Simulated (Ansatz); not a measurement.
# C4H10BN: where a starting geometry ends

The starting geometry of this gas-phase singlet was optimised with GFN2-xTB; its bonds are those of `BC1(N)CCC1`.

```xyz
16

C    -1.9792    0.5718    0.3527
C    -1.5490   -0.9171   -0.0036
C    -0.2862   -0.7249    0.8396
C    -0.8489    0.5838    1.4067
B    -1.7234    1.2636   -1.0252
N    -3.2849    0.7529    0.9390
H    -0.6349    1.5314   -1.3506
H    -2.6130    1.4020   -1.7716
H    -4.0156    0.7171    0.2389
H    -3.4766    0.0505    1.6467
H    -1.3975   -1.1567   -1.0557
H    -2.2530   -1.6330    0.4201
H     0.6014   -0.5725    0.2294
H    -0.0824   -1.5104    1.5659
H    -1.2430    0.4753    2.4157
H    -0.1868    1.4452    1.3783
```

Problem. Predict what it relaxes into with PBE-D3(BJ)/def2-SVP.

Solution. It rearranges, giving a structure given below by its coordinates. Contacts that open: C1–C2 (1.59 → 2.48 Å). Contacts that close: C2–B5 (2.41 → 1.64 Å).

The energy falls by 1.44 eV over 27 steps:

| step | E − E(last) (eV) |
| --- | --- |
| 1 | 1.437 |
| 4 | 1.165 |
| 7 | 0.944 |
| 10 | 0.436 |
| 13 | 0.207 |
| 15 | 0.119 |
| 18 | 0.036 |
| 21 | 0.001 |
| 24 | 0.000 |
| 27 | 0.000 |

Final geometry (Å):

```json
{"atom": "C", "x (Å)": "-2.2700", "y (Å)": "0.7299", "z (Å)": "0.6216"}
{"atom": "C", "x (Å)": "-1.0031", "y (Å)": "-1.0267", "z (Å)": "-0.5925"}
{"atom": "C", "x (Å)": "-0.1925", "y (Å)": "-0.5197", "z (Å)": "0.6176"}
{"atom": "C", "x (Å)": "-1.2319", "y (Å)": "0.1510", "z (Å)": "1.5404"}
{"atom": "B", "x (Å)": "-2.0615", "y (Å)": "0.2003", "z (Å)": "-0.8403"}
{"atom": "N", "x (Å)": "-3.1671", "y (Å)": "1.5839", "z (Å)": "1.0818"}
{"atom": "H", "x (Å)": "-1.3819", "y (Å)": "1.2046", "z (Å)": "-1.2009"}
{"atom": "H", "x (Å)": "-3.0582", "y (Å)": "0.1213", "z (Å)": "-1.5617"}
{"atom": "H", "x (Å)": "-3.8986", "y (Å)": "1.9317", "z (Å)": "0.4563"}
{"atom": "H", "x (Å)": "-3.1465", "y (Å)": "1.9613", "z (Å)": "2.0344"}
{"atom": "H", "x (Å)": "-0.3505", "y (Å)": "-1.2624", "z (Å)": "-1.4570"}
{"atom": "H", "x (Å)": "-1.5306", "y (Å)": "-1.9709", "z (Å)": "-0.3238"}
{"atom": "H", "x (Å)": "0.5339", "y (Å)": "0.2521", "z (Å)": "0.2825"}
{"atom": "H", "x (Å)": "0.3860", "y (Å)": "-1.2966", "z (Å)": "1.1607"}
{"atom": "H", "x (Å)": "-1.7714", "y (Å)": "-0.6435", "z (Å)": "2.1113"}
{"atom": "H", "x (Å)": "-0.8293", "y (Å)": "0.8627", "z (Å)": "2.2959"}
```

The end wasn't checked by frequencies. Run with Ansatz 0.2.0, 54 s on 2 threads of Intel(R) Xeon(R) 6975P-C (Granite Rapids), on a shared host.
